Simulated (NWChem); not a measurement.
C2H8Sn; SMILES [CH3][SnH2][CH3]

Computed with NWChem. Medium grid unless said otherwise, to which SCAN and Minnesota functionals are sensitive. Geometry: optimised at PBE0/def2-SVP. def2 effective core potentials on Sn; no spin-orbit coupling. Hybrids' shares of exact exchange are those that their runs print; pure functionals count as 0. The functionals differ in more than this share.

```
row                 share of exact exchange  orbital gap (eV)
------------------  -----------------------  ----------------
PBE/def2-SVP                           0.00              7.09
M06-L/def2-SVP                         0.00              7.86
TPSSh/def2-SVP                         0.10              8.16
B3LYP/def2-SVP                         0.20              8.59
M06/def2-SVP                           0.27              8.98
BHandHLYP/def2-SVP                     0.50          withheld
```

Q: Fit a straight line of the last column on the one before it, predict the withheld value, and compare with the run.

A: 
1. Means of the 5 shown rows: x = 0.114, y = 8.136. Slope Σ(x − x̄)(y − ȳ)/Σ(x − x̄)² = 0.3211/0.05792 = 5.544; intercept 7.504.
2. The shown rows scatter about the line by 0.249 (root mean square); the largest residual is -0.41, at PBE/def2-SVP.
3. At x = 0.50 (BHandHLYP/def2-SVP; beyond the shown range) the line gives 10.28.
4. The run gives 10.85, +0.57 from the line, 2.3 times the scatter.
